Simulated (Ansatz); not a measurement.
Input file for Ansatz (a quantum-chemistry and plane-wave program): R-CCSD(T)/def2-TZVPP on BrH2Sb (SMILES [Br][SbH2]), a point of a bond scan (R = 2.546 Å). Elements past Kr take the def2 small-core potentials; no spin–orbit coupling. The run froze 23 orbitals, filled d shells among them.

Ansatz 0.2 input:
```yaml
crystal:
  periodic: [false, false, false]
  atoms:
    - {symbol: Sb, position_ang: [-0.59846166, -0.60746259, 0.54114695]}
    - {symbol: H, position_ang: [-0.27151712, -1.97207194, -0.44922941]}
    - {symbol: H, position_ang: [-1.98547823, -0.24328907, -0.40408288]}
    - {symbol: Br, position_ang: [0.93652971, 0.94845580, -0.76414806]}
basis:
  gaussian:
    orbitals: def2-TZVPP
    pivot_positions_ang: [[-0.59846166, -0.60746259, 0.54114695], [-0.27151712, -1.97207194, -0.44922941], [-1.98547823, -0.24328907, -0.40408288], [0.93652971, 0.94845580, -0.76414806]]
magnetization: {spin_polarized: false}
correlation: {method: ccsd_t, electrons: outside_noble_gas}
scf: {lower_state_search: off}
output: {orbitals: {seedname: ./end}}
```

It printed:

```
WARN ansatz: RAYON_NUM_THREADS=1 ignored (pool sized by the plan → 1); use --threads N
Functional definition: HF
these checks for a lower state are left out or cut short: stability, starts, cluster_reference, orbital_swaps, neighbouring_geometries, increment
integrals: 0.21 GiB planned
1020 factors; integrals over basis functions are off by at most 2.2e-4 eV
mean field: 0.43 GiB planned
mean field evaluation 1: about -76541.1519 eV, gradient 1.3e1 eV
mean field evaluation 2: about -76541.2701 eV, gradient 1.3e1 eV
mean field evaluation 4: about -76541.9983 eV, gradient 1.8e0 eV
mean field evaluation 8: about -76542.0161 eV, gradient 1.3e-1 eV
mean field -76542.01627852 eV, -2812.8672161937 hartree, gradient 5.5e-6 eV, S^2 0.000000; 0 other end points of the search recorded, 0 dependent functions left out
23 core orbitals not correlated
reference -76542.01627852 eV, -2812.8672161937 hartree; 7, 7 occupied and 96, 96 virtual orbitals, 1020 factors
second order -7.80938381 eV of doubles, -0.00000000 eV of singles
coupled cluster: 0.48 GiB planned
cycle   1  -8.47074894 eV  change   -6.6e-1 eV  update   7.0e-2
cycle   2  -8.73287783 eV  change   -2.6e-1 eV  update   2.4e-2
cycle   3  -8.76408841 eV  change   -3.1e-2 eV  update   9.6e-3
cycle   4  -8.75977709 eV  change    4.3e-3 eV  update   3.3e-3
cycle   5  -8.75952873 eV  change    2.5e-4 eV  update   1.1e-3
cycle   6  -8.75957834 eV  change   -5.0e-5 eV  update   3.7e-4
cycle   7  -8.75957511 eV  change    3.2e-6 eV  update   1.3e-4
cycle   8  -8.75960947 eV  change   -3.4e-5 eV  update   5.4e-5
cycle   9  -8.75960279 eV  change    6.7e-6 eV  update   2.2e-5
cycle  10  -8.75959632 eV  change    6.5e-6 eV  update   8.5e-6
perturbative correction -0.33933826 eV, -0.0124704509 hartree
Total energy: -76551.11521310 eV, -2813.2015958720 hartree
Checks for a lower state left out: stability, starts, cluster_reference, orbital_swaps, neighbouring_geometries, increment
```

The calculation finished and met its thresholds.

Cost: roughly 5 core-seconds.
